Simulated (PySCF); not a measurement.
**From computed data to an observable: chemical shift, span and skew from a shielding tensor**

C₃H₆BFO₂, SMILES OB(O)C1(F)CC1. Atoms are numbered in the order given.

```xyz
13

O      1.4199    -1.4155     0.0000
B      0.1225    -1.0088     0.0000
O     -0.8932    -1.9146     0.0000
C     -0.1950     0.5264     0.0000
F     -1.5695     0.7682     0.0000
C      0.6304     1.5369     0.7520
C      0.6304     1.5369    -0.7520
H      1.5003    -2.3786     0.0000
H     -1.7498    -1.4634     0.0000
H      0.0649     2.3283     1.2513
H      1.5125     1.1774     1.2885
H      0.0649     2.3283    -1.2513
H      1.5125     1.1774    -1.2885
```
Charge 0, spin multiplicity 1.

Geometry: B3LYP-D3(BJ)/def2-SVP. The structure was generated by enumeration, and PubChem lists no compound with its InChIKey, so it may never have been made. Other conformers were not sampled.

GIAO shieldings from B3LYP/pcSseg-1 (PySCF), non-relativistic, no solvent. The symmetric part of the tensor of C4 has the principal values 44.1, 67.0, 211.4 ppm. The same nucleus in TMS has σ = 181.3 ppm at this level (PySCF, at its B3LYP-D3(BJ)/def2-TZVP geometry).

Q: Work out the isotropic shielding, the ¹³C shift against TMS, the span and the skew.

A: 
σ(iso) = (σ11 + σ22 + σ33)/3 = 107.5 ppm. δ = σ(ref) − σ(iso) = 181.3 − (107.5) = 73.8 ppm.
Span Ω = σ33 − σ11 = 167.3 ppm. Skew κ = 3(σ(iso) − σ22)/Ω = 0.73. Tumbling in solution averages the tensor to δ; in a static solid the shielding alone would spread this spin-1/2 line over Ω.
